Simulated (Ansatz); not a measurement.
Isolated molecules relaxed with PBE0-D4/def2-TZVP in Ansatz; ΔE leaves out vibrations. CCSD(T)/CBS adds triple-zeta CCSD(T) − MP2 to the extrapolated MP2 energy (def2 sets, frozen cores). Functionals use def2-TZVPP. def2 core potentials past Kr. For Ge, Sn outer-core shells are correlated without core-valence functions, which leaves a few kJ/mol of doubt a bond. Scalar relativity is left out up to krypton. One conformer a species, not always the lowest.

`[NH2][SnH]([F])[O][SiH3]` + `[OH][GeH]([F])[SH]` → `[OH][GeH]([F])[S][SiH3]` + `[NH2][SnH]([OH])[F]`  (ligand exchange at the Si–O bond)

CCSD(T)/CBS gives +40.4 kJ/mol.

Q: Another level gave +61.7 kJ/mol. Which?
A. CCSD(T)/def2-TZVPP
B. PBE-D4/def2-TZVPP
C. HF/def2-TZVPP
D. PBE0-D4/def2-TZVPP

A: C. HF/def2-TZVPP 61.7, CCSD(T)/def2-TZVPP 43.7, PBE0-D4 29.3, PBE-D4 24.6 kJ/mol.

Largest T1 diagnostic among the species: 0.014.

The D4 term adds −3.7 kJ/mol with B3LYP and −1.7 kJ/mol with PBE0; it sums over pairs of atoms, weighted by their polarisabilities, and B3LYP, whose exchange is more repulsive, gets the larger term. In def2-TZVPP, CCSD(T) changes the Hartree–Fock value by −18.0 kJ/mol (the triples alone add −3.3 kJ/mol) and MP2 by −21.4 kJ/mol. From PBE to PBE0 (25 % exact exchange), in def2-TZVPP and without D4, ΔE moves by +4.2 kJ/mol.

B3LYP here is the variant with VWN-RPA as its local correlation; programs differ in this.
